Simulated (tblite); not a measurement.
Species: C₆H₁₂BNSi.
Atom-mapped SMILES: `[CH:1]#[C:2][B:3]([NH2:4])[CH2:5][SiH2:6][CH2:7][CH:8]=[CH2:9]` (hydrogens: H10 on C1; H11, H12 on N4; H13, H14 on C5; H15, H16 on Si6; H17, H18 on C7; H19 on C8; H20, H21 on C9)

Computed with GFN2-xTB (tblite), gas phase: L-BFGS steps from a force-field or distance-geometry start until the largest atomic force falls under 0.01 eV/Å.

Step 0: E = -672.5664 eV
```
atom  x, y, z in Å  |  force x, y, z in eV/Å
C1     -1.3634    3.1411    0.6177    0.057   0.489   0.082
C2     -1.5792    1.9772    0.4106   -0.094  -1.061   0.061
B3     -1.8173    0.4761    0.1715   -0.798   0.165   0.262
N4     -2.9317   -0.2246    0.9299    0.911  -0.767  -0.645
C5     -0.9737   -0.2943   -0.9284   -0.453   1.139  -0.658
Si6     0.1219   -1.5861   -0.1478    0.222  -0.647  -0.148
C7      1.2508   -0.7909    1.1293    0.221   0.388   1.080
C8      2.0348    0.3486    0.5431    0.758  -0.596  -0.435
C9      3.0368    0.1354   -0.3188   -0.629   0.662   0.572
H10    -1.1979    4.1713    0.7971   -0.019  -0.226  -0.070
H11    -2.4970   -1.0239    1.4617   -0.758   0.988  -0.688
H12    -3.5864   -0.6508    0.2374    0.677   0.311   0.855
H13    -1.6626   -0.7804   -1.6484    0.480   0.226   0.292
H14    -0.3249    0.4254   -1.4875   -0.521  -0.595   0.223
H15    -0.7020   -2.6070    0.5035   -0.066  -0.175   0.106
H16     0.9443   -2.2166   -1.1763    0.057  -0.129  -0.147
H17     0.6174   -0.4066    1.9627    0.508  -0.284  -0.384
H18     1.9398   -1.5636    1.5480   -0.469   0.607  -0.255
H19     1.7878    1.3626    0.8456   -0.111  -0.266  -0.076
H20     3.3126   -0.8642   -0.6204    0.049   0.223  -0.017
H21     3.5808    0.9885   -0.7169   -0.022  -0.452  -0.009
```

Step 1: E = -672.6855 eV
```
atom  x, y, z in Å  |  force x, y, z in eV/Å
C1     -1.3625    3.1481    0.6189   -0.387  -1.996  -0.344
C2     -1.5805    1.9620    0.4114    0.296   1.424   0.523
B3     -1.8287    0.4785    0.1752   -0.465  -0.082  -0.046
N4     -2.9186   -0.2356    0.9207    0.591   0.028  -0.510
C5     -0.9801   -0.2781   -0.9378   -0.281   0.416   0.074
Si6     0.1250   -1.5954   -0.1499    0.037  -0.055  -0.050
C7      1.2540   -0.7854    1.1447    0.159   0.179   0.114
C8      2.0456    0.3401    0.5369   -0.543   0.035   0.732
C9      3.0278    0.1449   -0.3106    0.555  -0.136  -0.474
H10    -1.1982    4.1681    0.7961    0.044   0.129  -0.015
H11    -2.5078   -1.0098    1.4518   -0.346   0.316  -0.211
H12    -3.5767   -0.6463    0.2496    0.300   0.078   0.430
H13    -1.6557   -0.7772   -1.6442    0.265   0.131   0.069
H14    -0.3323    0.4169   -1.4843   -0.220  -0.173  -0.068
H15    -0.7029   -2.6095    0.5051   -0.065  -0.180   0.096
H16     0.9451   -2.2185   -1.1784    0.099  -0.157  -0.185
H17     0.6247   -0.4107    1.9572    0.239  -0.042   0.021
H18     1.9331   -1.5549    1.5443   -0.213   0.331  -0.051
H19     1.7863    1.3588    0.8445   -0.048  -0.432  -0.134
H20     3.3133   -0.8610   -0.6207   -0.021   0.446   0.065
H21     3.5805    0.9820   -0.7170    0.005  -0.263  -0.037
```

Step 2: E = -672.7035 eV
```
atom  x, y, z in Å  |  force x, y, z in eV/Å
C1     -1.3677    3.1235    0.6146    0.444   2.655   0.466
C2     -1.5771    1.9722    0.4198   -0.491  -2.565  -0.142
B3     -1.8438    0.4790    0.1772    0.101   0.270  -0.322
N4     -2.9005   -0.2431    0.9065    0.162   0.823  -0.288
C5     -0.9890   -0.2602   -0.9435   -0.147  -0.236   0.686
Si6     0.1279   -1.6028   -0.1521   -0.121   0.382   0.025
C7      1.2586   -0.7787    1.1575   -0.048  -0.038  -0.646
C8      2.0454    0.3344    0.5433   -0.221   0.162   0.427
C9      3.0295    0.1497   -0.3117    0.154  -0.375  -0.133
H10    -1.1977    4.1676    0.7952   -0.079  -0.687  -0.162
H11    -2.5208   -0.9949    1.4416    0.127  -0.426   0.392
H12    -3.5653   -0.6420    0.2648   -0.198  -0.173  -0.096
H13    -1.6468   -0.7729   -1.6402    0.027   0.005  -0.146
H14    -0.3409    0.4082   -1.4830    0.115   0.267  -0.345
H15    -0.7046   -2.6140    0.5076   -0.032  -0.142   0.064
H16     0.9472   -2.2221   -1.1826    0.097  -0.148  -0.173
H17     0.6334   -0.4142    1.9536   -0.079   0.171   0.424
H18     1.9251   -1.5437    1.5409    0.107  -0.028   0.155
H19     1.7844    1.3496    0.8417   -0.086  -0.257  -0.066
H20     3.3135   -0.8521   -0.6199    0.030   0.280   0.023
H21     3.5803    0.9734   -0.7177    0.138   0.060  -0.142
```

Task: Estimate the geometry and energy of step 3. (The exact step hangs on the optimiser's Hessian estimate; all steps are aligned on step 2, rigid shifts and turns removed.)

Result: E = -672.7528 eV, largest force 0.765 eV/Å
```
atom  x, y, z in Å  |  force x, y, z in eV/Å
C1     -1.3659    3.1352    0.6167   -0.110  -0.474  -0.062
C2     -1.5796    1.9598    0.4208    0.041   0.306   0.305
B3     -1.8436    0.4805    0.1741    0.070   0.125  -0.288
N4     -2.8983   -0.2352    0.9032    0.082   0.266  -0.045
C5     -0.9905   -0.2622   -0.9367    0.007  -0.072   0.280
Si6     0.1267   -1.5990   -0.1519   -0.092   0.187  -0.034
C7      1.2585   -0.7790    1.1511   -0.171  -0.023  -0.197
C8      2.0401    0.3369    0.5504    0.597  -0.151  -0.355
C9      3.0341    0.1450   -0.3157   -0.557   0.106   0.513
H10    -1.1982    4.1632    0.7940    0.004  -0.156  -0.066
H11    -2.5199   -0.9986    1.4450   -0.031  -0.035   0.127
H12    -3.5668   -0.6435    0.2643   -0.081  -0.081  -0.003
H13    -1.6463   -0.7727   -1.6416    0.061   0.027  -0.068
H14    -0.3401    0.4106   -1.4864   -0.035   0.096  -0.182
H15    -0.7050   -2.6155    0.5083    0.002  -0.099   0.043
H16     0.9483   -2.2237   -1.1845    0.042  -0.103  -0.112
H17     0.6330   -0.4126    1.9576    0.037   0.064   0.224
H18     1.9258   -1.5436    1.5424    0.054   0.022   0.091
H19     1.7837    1.3463    0.8408   -0.142  -0.038   0.009
H20     3.3136   -0.8484   -0.6194    0.098   0.012  -0.053
H21     3.5815    0.9736   -0.7189    0.126   0.024  -0.127
```

The energy changes by -0.0494 eV. The first-order estimate −F·Δx gives -0.1083 eV and the mean of the old and new forces, exact on a quadratic surface, -0.0501 eV. The step makes an angle of 26° with the force vector and moves no atom by more than 0.013 Å.

The cost below is that of the whole relaxation. Hardware: one thread, Intel Xeon Platinum 8375C at 2.90 GHz (x86_64), no GPU (shared host). Cost: 1.6 s wall.
